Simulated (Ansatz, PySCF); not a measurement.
Gas-phase reaction in SMILES: NCCN + 3 [H][H] (H2) -> 2 C (CH4) + 2 N (NH3)
Geometries: B3LYP-D3(BJ)/def2-TZVP minima from Ansatz (an electronic-structure program), one conformer each, not searched for the lowest. Frequencies are from Ansatz or PySCF.
Geometry of the first species:
```
C
H 1 1.0913
H 1 1.1021 2 106.72
N 1 1.4625 2 108.58 3 122.90
H 4 1.0123 1 110.90 2 -54.22
H 4 1.0137 5 107.05 1 120.96
C 1 1.5216 2 108.57 3 -117.10
H 7 1.0913 1 108.57 2 -57.72
H 7 1.1021 8 106.72 1 117.10
N 7 1.4625 8 108.58 9 122.90
H 10 1.0123 7 110.90 8 -54.22
H 10 1.0137 11 107.05 7 120.96
```
Charge 0, spin multiplicity 1.

Wanted: energy of full hydrogenation (enthalpy at 298 K, with B3LYP-D3(BJ) rigid-rotor harmonic-oscillator terms), in kcal/mol. Correlated levels leave the core frozen unless marked. Spin-orbit coupling is left out. Non-relativistic. Basis-set limits of correlation are two-point, X^-3; Hartree-Fock from the larger set. The bracket is a focal-point correction in the basis named.

| level | program | energy of full hydrogenation (kcal/mol) | minus last row |
|---|---|---|---|
| BLYP-D4/def2-TZVPD | Ansatz + dftd4 | -51.7 | 2.2 |
| r2SCAN/def2-TZVPD | Ansatz | -53.8 | 0.1 |
| B3LYP-D3(BJ)/def2-TZVPD | Ansatz + dftd3 | -54.0 | -0.1 |
| PBE0-D3(BJ)/def2-TZVPD | Ansatz + dftd3 | -53.5 | 0.4 |
| SCS-MP2/6-31G | Ansatz | -51.8 | 2.1 |
| SCS-MP2/aug-cc-pVTZ | Ansatz | -54.1 | -0.2 |
| RI-MP2/CBS(aug-cc-pVTZ,aug-cc-pVQZ)+[CCSD(T)-MP2]/aug-cc-pVTZ | Ansatz | -53.9 | 0.0 |
